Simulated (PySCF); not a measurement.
# EPR parameters of [C6H7FO]-

Compound: C6H7FO (charge -1 and doublet state).
Geometry (GFN2-xTB, Å), atoms numbered from 1 in this order:
```
atom  x, y, z in Å
O1     0.594   -2.780    0.177
C2     0.466   -1.525    0.039
C3     1.502   -0.587    0.058
C4     1.326    0.783   -0.067
C5    -0.037    1.381   -0.224
C6    -1.054    0.441    0.400
F7    -2.355    0.959    0.207
C8    -0.948   -0.946   -0.191
H9     2.509   -0.965    0.193
H10    2.171    1.457   -0.069
H11   -0.315    1.529   -1.283
H12   -0.096    2.367    0.257
H13   -0.928    0.406    1.490
H14   -1.686   -1.616    0.259
H15   -1.152   -0.896   -1.267
```

The hyperfine couplings belong to this conformer and change with its torsions.

As a line formula: `C1C=C[C]([O-])C[C@@H]1F` [radical] (charge -1).

Computed, not measured: PySCF 2.14.0, UKS B3LYP, pcH-1 on C F H O, non-relativistic, mean-field spin-orbit, GIAO. Whether the extra electron is bound in the gas phase wasn't checked; a finite basis holds it in any case. The geometry wasn't refined by DFT: couplings that depend on bond lengths, twists or pyramidal angles can differ widely from those at the functional's own minimum, by a factor of two or more for some ions and for spin on atoms past the first row. The SCF solution wasn't tested for stability.

- g1, g2, g3: 2.00225, 2.00426, 2.00497
- g_iso: 2.00383
- Form of g: rhombic: the two nearest values differ by 26 % of g3 − g1
- ⟨S²⟩: 0.7598 (exact 0.7500)
- HOMO–LUMO gap, α and β orbitals: 3.50, 5.10 eV
- Total energy: -407.93659 Eh
- Basis functions: 270

Isotropic coupling and dipolar principal values T1 to T3, in mT; ρ(0) is the spin density at the nucleus (MHz turned into mT with g_iso):

```json
{"atom": "O1", "isotope": "17O", "a_iso": "-0.78", "T1": "-2.96", "T2": "1.45", "T3": "1.51", "Mulliken spin population": "0.24", "ρ(0) (bohr⁻³)": "0.0359"}
{"atom": "C2", "isotope": "13C", "a_iso": "0.28", "T1": "-0.76", "T2": "-0.63", "T3": "1.39", "Mulliken spin population": "0.21", "ρ(0) (bohr⁻³)": "0.0069"}
{"atom": "C3", "isotope": "13C", "a_iso": "-0.70", "T1": "-0.24", "T2": "-0.11", "T3": "0.35", "Mulliken spin population": "0.01", "ρ(0) (bohr⁻³)": "-0.0174"}
{"atom": "C4", "isotope": "13C", "a_iso": "1.62", "T1": "-1.63", "T2": "-1.58", "T3": "3.21", "Mulliken spin population": "0.56", "ρ(0) (bohr⁻³)": "0.0405"}
{"atom": "C5", "isotope": "13C", "a_iso": "-0.71", "T1": "-0.04", "T2": "-0.02", "T3": "0.05", "Mulliken spin population": "-0.04", "ρ(0) (bohr⁻³)": "-0.0177"}
{"atom": "C6", "isotope": "13C", "a_iso": "0.09", "T1": "-0.08", "T2": "-0.02", "T3": "0.10", "Mulliken spin population": "0.01", "ρ(0) (bohr⁻³)": "0.0023"}
{"atom": "F7", "isotope": "19F", "a_iso": "-0.16", "T1": "-0.11", "T2": "-0.05", "T3": "0.16", "Mulliken spin population": "0.00", "ρ(0) (bohr⁻³)": "-0.0011"}
{"atom": "C8", "isotope": "13C", "a_iso": "-0.38", "T1": "-0.02", "T2": "-0.01", "T3": "0.03", "Mulliken spin population": "-0.02", "ρ(0) (bohr⁻³)": "-0.0095"}
{"atom": "H9", "isotope": "1H", "a_iso": "-0.14", "T1": "-0.13", "T2": "-0.07", "T3": "0.20", "Mulliken spin population": "0.00", "ρ(0) (bohr⁻³)": "-0.0008"}
{"atom": "H10", "isotope": "1H", "a_iso": "-1.30", "T1": "-0.81", "T2": "0.04", "T3": "0.77", "Mulliken spin population": "-0.03", "ρ(0) (bohr⁻³)": "-0.0082"}
{"atom": "H11", "isotope": "1H", "a_iso": "2.47", "T1": "-0.12", "T2": "-0.08", "T3": "0.19", "Mulliken spin population": "0.04", "ρ(0) (bohr⁻³)": "0.0155"}
{"atom": "H12", "isotope": "1H", "a_iso": "0.73", "T1": "-0.11", "T2": "-0.10", "T3": "0.20", "Mulliken spin population": "0.01", "ρ(0) (bohr⁻³)": "0.0046"}
{"atom": "H13", "isotope": "1H", "a_iso": "-0.05", "T1": "-0.08", "T2": "-0.04", "T3": "0.12", "Mulliken spin population": "0.00", "ρ(0) (bohr⁻³)": "-0.0003"}
{"atom": "H14", "isotope": "1H", "a_iso": "0.15", "T1": "-0.08", "T2": "-0.05", "T3": "0.13", "Mulliken spin population": "0.00", "ρ(0) (bohr⁻³)": "0.0010"}
{"atom": "H15", "isotope": "1H", "a_iso": "0.82", "T1": "-0.10", "T2": "-0.04", "T3": "0.14", "Mulliken spin population": "0.01", "ρ(0) (bohr⁻³)": "0.0051"}
```

The largest Mulliken spin populations are on C4 (+0.56), O1 (+0.24) and C2 (+0.21). Three atoms exceed +0.15. The angles at C4 add up to 360.0°, so it is planar.

C2, the radical centre as drawn in `[O-][C]1C=CC[C@@H](F)C1`, holds a spin population of +0.21 out of 1.

Axes: g2 points within 6° of the C2–C8 bond.

Under fast tumbling the dipolar parts average out, and these isotropic splittings remain (the largest six): 1 × 1H (H11, I = 1/2, 2 lines) with 2.47 mT, 1 × 1H (H10, I = 1/2, 2 lines) with 1.30 mT, 1 × 1H (H15, I = 1/2, 2 lines) with 0.82 mT, 1 × 1H (H12, I = 1/2, 2 lines) with 0.73 mT, 1 × 19F (F7, I = 1/2, 2 lines) with 0.16 mT and 1 × 1H (H14, I = 1/2, 2 lines) with 0.15 mT.

The 13C coupling of C4 (45.5 MHz) shows only in satellite lines or after enrichment, since that isotope makes up about 1.07 % of natural carbon.

The 17O coupling of O1 (-21.7 MHz) shows only in satellite lines or after enrichment, since that isotope makes up about 0.038 % of natural oxygen.

Examples of negative spin density at the nucleus (bohr⁻³): C5 (-0.0177), C3 (-0.0174) and C8 (-0.0095).
